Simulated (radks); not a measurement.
The caesium ion Cs3+, configuration [Kr] 4d9 5s2 5p5 (not the ground configuration).

Calculated with a radial shooting solver on a logarithmic mesh with Libxc functionals: scalar-relativistic Kohn-Sham, exchange-only B88, spin-polarised, spherical densities, finite nucleus; open shells are filled with parallel spins first (spin-orbit coupling, left out, can overturn this in heavy ions); Fermi nuclear charge, rms radius 4.8041 fm.

Energy parts (hartree):
part                   energy
total              -7779.9416
kinetic             8199.5839
electron-nucleus  -18759.3700
Hartree             2968.3690
exchange            -188.5245

Orbitals (lengths in bohr, moments of r in powers of bohr; r(max) is where P^2 peaks; r(90%) holds 90 % of the orbital's charge):
| orbital | occ. | eigenvalue (hartree) | <r> | r(max) | r(90%) | <1/r> |
|---|---|---|---|---|---|---|
| 1s up | 1 | -1317.169 | 0.02611 | 0.01678 | 0.0470 | 59.39 |
| 1s down | 1 | -1317.166 | 0.02611 | 0.01678 | 0.0470 | 59.39 |
| 2s up | 1 | -207.8814 | 0.1121 | 0.09489 | 0.173 | 13.64 |
| 2s down | 1 | -207.8651 | 0.1121 | 0.09488 | 0.173 | 13.64 |
| 2p up | 3 | -186.6552 | 0.09820 | 0.07618 | 0.160 | 13.00 |
| 2p down | 3 | -186.6415 | 0.09820 | 0.07617 | 0.160 | 13.00 |
| 3s up | 1 | -44.35568 | 0.2990 | 0.2725 | 0.439 | 4.917 |
| 3s down | 1 | -44.34607 | 0.2990 | 0.2725 | 0.439 | 4.918 |
| 3p up | 3 | -37.52593 | 0.2970 | 0.2665 | 0.445 | 4.669 |
| 3p down | 3 | -37.51505 | 0.2969 | 0.2665 | 0.445 | 4.669 |
| 3d up | 5 | -27.50103 | 0.2734 | 0.2202 | 0.429 | 4.425 |
| 3d down | 5 | -27.48566 | 0.2734 | 0.2203 | 0.428 | 4.425 |
| 4s up | 1 | -9.48031 | 0.6910 | 0.6409 | 0.993 | 2.030 |
| 4s down | 1 | -9.42872 | 0.6910 | 0.6408 | 0.993 | 2.030 |
| 4p up | 3 | -7.28082 | 0.7335 | 0.6703 | 1.07 | 1.871 |
| 4p down | 3 | -7.22943 | 0.7336 | 0.6703 | 1.07 | 1.871 |
| 4d up | 5 | -4.06985 | 0.8208 | 0.7145 | 1.24 | 1.612 |
| 4d down | 4 | -4.01908 | 0.8210 | 0.7146 | 1.24 | 1.612 |
| 5s up | 1 | -2.05909 | 1.633 | 1.489 | 2.33 | 0.8082 |
| 5s down | 1 | -2.01344 | 1.638 | 1.489 | 2.34 | 0.8064 |
| 5p up | 3 | -1.50333 | 1.864 | 1.671 | 2.69 | 0.6996 |
| 5p down | 2 | -1.46094 | 1.876 | 1.675 | 2.71 | 0.6954 |

The highest occupied level is 5p down at -39.754 eV. Spin moment in Bohr magnetons: 2. The spin density at the nucleus is -0.933 e/bohr^3 (1s -0.365, 2s -1.065, 3s 0.160, 4s -0.132, 5s 0.468).

Run on one thread of a shared host, so times are rough (Intel(R) Xeon(R) Platinum 8375C CPU @ 2.90GHz): 0.22 s of CPU time, 0.22 s wall, 16 iterations on 2213 mesh points.
